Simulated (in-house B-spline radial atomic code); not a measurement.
The numbers below are computed, except where a source is named.
## Stopping and range of 50 keV Be in Ge

The pair potential comes from two frozen, spherical free-atom densities (PBE, B-spline radial code, scalar-relativistic past argon): electrostatics plus the change in Thomas-Fermi kinetic and Dirac exchange energy where they overlap, the recipe behind the universal ZBL potential, which averages such potentials (from solid-state densities) over many pairs. It is written V = (Z1 Z2 e²/r) φ(r/a), with e² = 14.3996 eV·Å and a = 0.46850 Å/(Z1^0.23 + Z2^0.23); ZBL's fit is φ = 0.18175 e^(−3.1998x) + 0.50986 e^(−0.94229x) + 0.28022 e^(−0.4029x) + 0.02817 e^(−0.20162x). Where φ falls below 4e-4 it is continued as an exponential.

The target is taken as amorphous, with density 5.3234 g/cm³ (NSM archive of the Ioffe Institute); channelling is ignored. Masses: Be 9.01, Ge 72.63 u. Nuclear stopping is S_n = 4π a Z1 Z2 e² M1/(M1 + M2) × s_n(ε), with s_n integrated over impact parameters for each pair. Electronic stopping is Lindhard and Scharff's S_e = Z1^(1/6) 8π e² a0 Z1 Z2/(Z1^(2/3) + Z2^(2/3))^(3/2) × v/v0, with a0 = 0.529177 Å and v = v0 at 24.801 keV/u; it misses the oscillations with Z1 seen in experiment, which reach tens of per cent. Compounds add by atom fraction.

```
target atom    a (Å)  ε at this energy  s_n, this pair  s_n, ZBL potential
         Ge  0.13033             3.145          0.2232              0.2194
```

Q: What are the atom density and the stopping powers at entry?

A: N = 5.3234 × 0.602214/72.63 = 0.04414 atoms/Å³. For Ge: S_n = 333.2 × 0.2232 = 74.35 eV·Å², S_e = 1.4609 × √50000 = 326.7 eV·Å². Averaged over the target's atoms and times N × 10 Å/nm, the ion loses N S_n = 32.8 eV/nm to recoils and N S_e = 144 eV/nm to electrons; the nuclear share is 19 %.

Along the track:

| E (keV) | N S_n (eV/nm) | N S_e (eV/nm) |
| --- | --- | --- |
| 2.5 | 50.8 | 32.2 |
| 7.5 | 52.4 | 55.8 |
| 15 | 47.7 | 79 |
| 25 | 42 | 102 |
| 37.5 | 36.8 | 125 |
| 50 | 32.8 | 144 |

Q: Estimate the path length and the projected range.

A: With continuous slowing down the path is the integral of dE/(N (S_n + S_e)). Trapezoids over the table give 348 nm, and the stretch below the first row, with stopping taken as √E, adds 2E/(N S) = 60 nm: 408 nm in all, against 389 nm on a fine grid from 5 eV. Deflections shorten the depth: to first order in the energy passed on, N (S_n + S_e) dR_p/dE = 1 − N S_n (M2/M1) R_p/(2E), summed over the target's atoms, and integrating this on the fine grid gives R_p = 160 nm, 0.41 of the path. Lindhard's rule of thumb R/(1 + M2/3M1), with mean M2/M1 = 8.06, gives 106 nm; it assumes that nuclear stopping leads, so it comes too short here. On the ZBL potential the same equation gives 163 nm, and the full integral equation, which keeps hard collisions, 167 nm.
